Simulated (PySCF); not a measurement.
# CdC: from constants to spectrum

ROHF-CCSD(T) constants of CdC, ³Σ⁻ (triplet), unpaired electrons π ↑↑ (basis Cd x2c-TZVPPall, C x2c-TZVPPall; spin-free X2C with a Gaussian nucleus; PySCF 2.14; masses 113.9034 and 12.0000 u):

| Quantity | Value |
| --- | --- |
| ωe | 413.1 cm⁻¹ |
| ωexe | 5.58 cm⁻¹ |
| Be | 0.33032 cm⁻¹ |
| αe | 0.00454 cm⁻¹ |
| D (centrifugal) | 8.45e-07 cm⁻¹ |
| De to Cd + C | 0.77 eV |

Question: Give the vibrational terms G(v) and spacings up to v = 6.

Answer: G(v) = ωe(v+½) − ωexe(v+½)².

```
v  G(v) (cm⁻¹)  G(v) − G(v−1)  Bv (cm⁻¹)
0          205                    0.3281
1          607            402     0.3235
2          998            391     0.3190
3         1377            380     0.3144
4         1746            368     0.3099
5         2103            357     0.3054
6         2449            346     0.3008
```

Question: How well does the Morse estimate ωe²/(4ωexe) reproduce De, and what is D0?

Answer: It gives 0.95 eV, 123 % of the computed De. D0 = De − G(0) = 0.77 − 0.03 = 0.74 eV.

Correlated steps freeze 15 core orbitals. Spin–orbit coupling is left out. The state was picked by a PBE0 search and need not be the measured ground state.
